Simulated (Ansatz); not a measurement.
Calculated with Ansatz (gas phase, PBE0-D4/def2-TZVP geometries, no zero-point term in ΔE). CCSD(T)/CBS is the MP2 limit (def2-TZVPP, def2-QZVPP) plus CCSD(T) − MP2 in def2-TZVPP, frozen cores. This one scheme is used for every species. DFT in def2-TZVPP. B3LYP here is the variant with VWN-RPA as its local correlation; programs differ in this. HSE06 is defined as in plane-wave codes. Each species was taken in one conformer, which may not be the lowest.

Reaction (hydrogenolysis of a B–Cl bond): `F[Si](F)(F)B(Cl)Cl` + H₂ → `F[Si](F)(F)BCl` + HCl

`F[Si](F)(F)B(Cl)Cl`:

Cartesian coordinates in Å:
```
F -1.053 -0.865 -1.561
Si -0.733 -0.447 -0.075
F -0.665 -1.769 0.785
F -1.954 0.404 0.451
B 0.980 0.594 0.078
Cl 1.934 0.949 -1.323
Cl 1.491 1.134 1.645
```

H₂:

Z-matrix (Å, degrees):
```
H
H 1 0.746
```

`F[Si](F)(F)BCl`:

```xyz
7

F    -1.034    1.720   -0.088
Si    0.209    0.762   -0.253
F     1.394    1.383    0.589
F     0.635    0.807   -1.775
B    -0.158   -1.128    0.326
Cl   -1.715   -1.560    0.935
H     0.669   -1.984    0.267
```

HCl:

Cartesian coordinates in Å:
```
Cl -0.555 -0.244 -0.203
H 0.555 0.244 0.203
```

```json
{"level": "B97M-V", "ΔE (kJ/mol)": "75.1", "difference from CCSD(T)/CBS": "5.8"}
{"level": "r2SCAN0-D4", "ΔE (kJ/mol)": "74.7", "difference from CCSD(T)/CBS": "5.4"}
{"level": "HSE06-D4", "ΔE (kJ/mol)": "74.0", "difference from CCSD(T)/CBS": "4.7"}
{"level": "ωB97X-V", "ΔE (kJ/mol)": "68.2", "difference from CCSD(T)/CBS": "-1.1"}
{"level": "r2SCAN", "ΔE (kJ/mol)": "78.8", "difference from CCSD(T)/CBS": "9.5"}
{"level": "B3LYP", "ΔE (kJ/mol)": "62.7", "difference from CCSD(T)/CBS": "-6.6"}
{"level": "RPA@PBE/def2-TZVPP", "ΔE (kJ/mol)": "64.0", "difference from CCSD(T)/CBS": "-5.3"}
{"level": "CCSD/def2-TZVPP", "ΔE (kJ/mol)": "60.7", "difference from CCSD(T)/CBS": "-8.6"}
{"level": "CCSD(T)/def2-TZVPP", "ΔE (kJ/mol)": "67.4", "difference from CCSD(T)/CBS": "-1.9"}
{"level": "MP2/CBS(def2)", "ΔE (kJ/mol)": "79.7", "difference from CCSD(T)/CBS": "10.4"}
{"level": "CCSD(T)/CBS", "ΔE (kJ/mol)": "69.3", "difference from CCSD(T)/CBS": "0"}
```

Largest T1 diagnostic among the species: 0.013.

The D4 term adds +10.2 kJ/mol with B3LYP and +5.4 kJ/mol with PBE0; it sums over pairs of atoms, weighted by their polarisabilities, and B3LYP, whose exchange is more repulsive, gets the larger term. From BLYP to BHLYP (50 % exact exchange), in def2-TZVPP and without D4, ΔE moves by −8.8 kJ/mol. At CCSD(T), def2-SVP lies +5.7 kJ/mol from the extrapolated value and def2-TZVPP −1.9 kJ/mol.
